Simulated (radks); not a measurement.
Question: Species: P2+. Configuration: [Ne] 3s2 3p1. Method: non-relativistic Kohn-Sham, MS2 meta-GGA, spin-unpolarised, spherical densities, point nucleus; meta-GGA in the generalised Kohn-Sham scheme; computed with a radial shooting solver on a logarithmic mesh with Libxc functionals. Some entries of the table are withheld. Estimate them.

orbital,occ.,eigenvalue (eV),<1/r> (bohr^-1)
1s,2,(1),(2)
2s,2,-200.8170,2.824
2p,6,-149.4146,(3)
3s,2,(4),0.7677
3p,1,(5),(6)

Answer: 
(1) 1s eigenvalue (eV): -2110.311
(2) 1s <1/r> (bohr^-1): 14.58
(3) 2p <1/r> (bohr^-1): 2.707
(4) 3s eigenvalue (eV): -34.3776
(5) 3p eigenvalue (eV): -24.1621
(6) 3p <1/r> (bohr^-1): 0.6759
